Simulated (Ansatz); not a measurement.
Compare A (`C=C(F)O[SiH3]`) with its isomer B (`C[C@H]1O[Si@H]1F`).

Program: Ansatz. Geometries: PBE0-D4/def2-TZVP. ΔE: electronic, gas phase. CBS: MP2 limit from def2 TZ/QZ plus the TZ coupled-cluster correction, frozen cores. Functionals use def2-TZVPP. B3LYP here is the variant with VWN-RPA as its local correlation; programs differ in this. Each species was taken in one conformer, which may not be the lowest.

(1) Which is lower in electronic energy at CCSD(T)/CBS, and by how much? (Best estimate.)

(2) Give E(B) − E(A) in kcal/mol with PBE0-D4, B3LYP-D4, r2SCAN-D4, B3LYP, CCSD(T)/def2-TZVPP, PBE-D4, CCSD/def2-TZVPP. (Estimate.)

Largest T1 diagnostic: 0.013.

Answers

(1) Ansatz gave: B, by 35.1 kcal/mol.

(2) Ansatz gave: PBE0-D4 -33.1, B3LYP-D4 -30.1, r2SCAN-D4 -33.4, B3LYP -29.8, CCSD(T)/def2-TZVPP -33.2, PBE-D4 -32.9, CCSD/def2-TZVPP -32.7. None reverses the order clearly.

In def2-TZVPP, CCSD(T) changes the Hartree–Fock value by −8.6 kcal/mol (the triples alone add −0.5 kcal/mol) and MP2 by −12.5 kcal/mol.
